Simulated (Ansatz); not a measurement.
Ansatz (a quantum-chemistry and plane-wave program) input:

Ansatz 0.2 input:
```yaml
crystal:
  periodic: [false, false, false]
  atoms:
    - {symbol: B, position_ang: [-0.90730345, 0.04199277, 0.14662931]}
    - {symbol: N, position_ang: [0.62442962, -0.02740366, -0.08697627]}
    - {symbol: H, position_ang: [-1.46648053, -0.99335258, 0.13677938]}
    - {symbol: H, position_ang: [-1.35643073, 1.12122059, 0.27976230]}
    - {symbol: H, position_ang: [1.13568617, 0.78140953, 0.27901682]}
    - {symbol: H, position_ang: [1.05104701, -0.88334531, 0.28242983]}
    - {symbol: H, position_ang: [0.80168792, -0.04407040, -1.10230100]}
basis:
  gaussian:
    orbitals: aug-cc-pVDZ
total_charge: 1
magnetization: {spin_polarized: false}
correlation: {method: ccsd_t, electrons: outside_noble_gas}
output: {forces: true}
```

**Question.** What final total energy does it print?

**Answer.** -82.11735 Eh (CCSD(T)/aug-cc-pVDZ). The basis has 91 functions.

It need not be the lowest isomer of its formula.
